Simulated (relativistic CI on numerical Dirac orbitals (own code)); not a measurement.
A reference radial Dirac CI calculation of Ar III gave the lowest total energy -526.99180 Ha in 50 SCF steps, from this input:

```
atom Ar  Z=18  charge=2  electrons=16
nucleus A=40  rms_radius_fm=3.4274
hamiltonian dirac-coulomb  breit=on  qed=on  c_scale=1
orbitals kli  potential=per-configuration
slater_scale 1
correlation none
mixing on
grid step=0.0125 r_max=34.3
scf mixing=0.4 start=green max_iterations=150 tolerance=2e-08 node_fill=0.05
configurations
  [Ne] 3s2 3p4
  [Ne] 3s 3p5
  [Ne] 3s2 3p3 3d
  [Ne] 3p6
  [Ne] 3s2 3p2 3d2
end
```

One setting was then changed (and the iteration limit cut to 95), and the output read:

```
SCF 1: [Ne] 3s2 3p4
 iter      energy (Ha)   residual   last orbital (Ha)
    1      -524.112512   1.58e+00     -2.12922
    2      -526.833067   6.67e-01     -1.59809
    3      -526.979799   3.80e-02     -1.32912
    4      -527.008070   2.41e-02     -1.36679
    5      -526.988574   1.63e-03     -1.36666
    6      -526.986958   2.17e-04     -1.36463
    7      -526.986911   9.04e-05     -1.36432
    8      -526.986866   4.66e-06     -1.36427
    9      -526.986863   1.13e-06     -1.36427
   10      -526.986863   4.65e-08     -1.36427
   11      -526.986863   2.38e-08     -1.36427
   12      -526.986863   3.88e-10     -1.36427
SCF 2: [Ne] 3s 3p5
 iter      energy (Ha)   residual   last orbital (Ha)
    1      -523.388102   1.58e+00     -2.12922
    2      -526.166594   6.57e-01     -1.59900
    3      -526.316475   3.77e-02     -1.34113
    4      -526.343592   2.39e-02     -1.38416
    5      -526.323095   1.96e-03     -1.38187
    6      -526.321262   9.90e-05     -1.37914
    7      -526.321268   7.77e-05     -1.37905
    8      -526.321224   5.78e-06     -1.37903
    9      -526.321222   1.05e-06     -1.37902
   10      -526.321221   3.05e-08     -1.37902
   11      -526.321221   1.56e-08     -1.37902
SCF 3: [Ne] 3s2 3p3 3d
 iter      energy (Ha)   residual   last orbital (Ha)
    1      -523.342029   1.54e+00     -1.14460
    2      -526.061979   6.39e-01     -0.79111
    3      -526.204150   3.50e-02     -0.66278
    4      -526.225279   2.31e-02     -0.67995
    5      -526.212438   1.68e-03     -0.68220
    6      -526.211242   1.12e-04     -0.68064
    7      -526.211256   6.44e-05     -0.68061
    8      -526.211274   8.96e-06     -0.68058
    9      -526.211272   3.76e-06     -0.68058
   10      -526.211270   1.37e-07     -0.68057
   11      -526.211270   1.18e-07     -0.68057
   12      -526.211270   5.25e-10     -0.68057
SCF 4: [Ne] 3p6
 iter      energy (Ha)   residual   last orbital (Ha)
    1      -522.522867   1.57e+00     -2.12922
    2      -525.375651   6.45e-01     -1.59949
    3      -525.533483   3.80e-02     -1.35321
    4      -525.559446   2.33e-02     -1.40228
    5      -525.537890   2.34e-03     -1.39668
    6      -525.535951   1.85e-04     -1.39329
    7      -525.535851   1.40e-04     -1.39326
    8      -525.535765   8.97e-06     -1.39319
    9      -525.535762   1.01e-06     -1.39318
   10      -525.535761   1.66e-08     -1.39318
SCF 5: [Ne] 3s2 3p2 3d2
 iter      energy (Ha)   residual   last orbital (Ha)
    1      -522.531254   1.51e+00     -1.14460
    2      -525.243275   6.02e-01     -0.80006
    3      -525.398460   5.07e-02     -0.69873
    4      -525.405511   1.15e-02     -0.73276
    5      -525.395392   2.39e-03     -0.72905
    6      -525.394639   1.06e-04     -0.72746
    7      -525.394706   5.92e-05     -0.72754
    8      -525.394721   3.35e-06     -0.72750
    9      -525.394721   1.56e-06     -0.72749
   10      -525.394720   1.82e-08     -0.72749
orbital energies (Ha): 1s -114.1064  2s -11.5478  2p1/2 -9.0673  2p3/2 -8.9892  3s -1.8982  3p1/2 -1.3708  3p3/2 -1.3643
configuration averages (Ha): Dirac-Coulomb, Breit, QED
  3s2 3p4                       -526.986863    0.128441    0.086606
  3s 3p5                        -526.321221    0.128445    0.086266
  3s2 3p3 3d                    -526.211270    0.128147    0.086646
  3p6                           -525.535761    0.128460    0.085920
  3s2 3p2 3d2                   -525.394720    0.127825    0.086687
levels: no., configuration, term, J, E (cm-1), weight
   1 3s2 3p4                3P   2                0.0  0.98
   2 3s2 3p4                3P   1             1195.9  0.98
   3 3s2 3p4                3P   0             1663.3  0.98
   4 3s2 3p4                1D   2            16124.9  0.98
   5 3s2 3p4                1S   0            26565.6  0.94
   6 3s 3p5                 3P*  2           118090.4  0.74
   7 3s 3p5                 3P*  1           119166.9  0.74
   8 3s 3p5                 3P*  0           119737.6  0.74
   9 3s2 3p3 3d             5D*  0           145884.7  1.00
  10 3s2 3p3 3d             5D*  1           145887.8  1.00
  11 3s2 3p3 3d             5D*  2           145894.0  1.00
  12 3s2 3p3 3d             5D*  3           145904.5  1.00
  13 3s2 3p3 3d             5D*  4           145923.0  1.00
  14 3s2 3p3 3d             1P*  1           149059.4  0.60
lowest total energy -526.848262 Ha
end: converged
```

Problem. Which setting was changed?
A. charge
B. configuration list
C. SCF mixing
D. node fill of the KLI weights

Solution. D. The node fill of the KLI weights 5. This setting is bad on purpose; its numbers may not be properties of the ion.
